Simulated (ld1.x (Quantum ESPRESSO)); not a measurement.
Building the TM potential for tellurium (PBE, scalar-relativistic).

| Item | Value |
| --- | --- |
| Element | tellurium |
| Generator | ld1.x (Quantum ESPRESSO) 7.5 |
| Type | norm-conserving Troullier–Martins (Kleinman–Bylander form) |
| Functional | PBE |
| Relativity | scalar-relativistic |
| Frozen core | [Kr] |
| Valence charge | 16 |
| Reference configuration | 4d10 5s2 5p4 |
| Partial waves | 5p (bound): rc 1.95 bohr; 4d (bound): rc 0.95 bohr; 5s (bound): rc 1.70 bohr |
| Local potential | the s channel |
| Core correction | none |

All-electron outer shells of the reference configuration (PBE, scalar-relativistic, ld1.x):

```tsv
shell	level (eV)	outermost node (bohr)	outermost maximum (bohr)
4s	-164.39	0.38	0.70
4p	-114.41	0.38	0.74
4d	-41.65	0.36	0.81
5s	-15.11	0.91	1.80
5p	-5.95	1.00	2.17
```

Calculated quality:

```json
{
 "Cutoffs needed": "120 Ry and 160 Ry (the cutoffs (Ry, on a coarse ladder) from which the occupation-weighted sum of valence levels, in a spherical-Bessel basis at the reference potential, stays within 10 and 1 mRy of its value at 400 Ry)",
 "Ghost test": "no extra level below or beside the all-electron valence levels (p, d, s, f tested) (spherical-Bessel basis up to 400 Ry, 20 bohr box)",
 "Largest excitation error": "+11 meV (all-electron minus pseudo) for 4d10 5s2 5p1, out of 7 test configurations"
}
```

Generation and tests took about 1.2 s on one core of a shared server CPU.
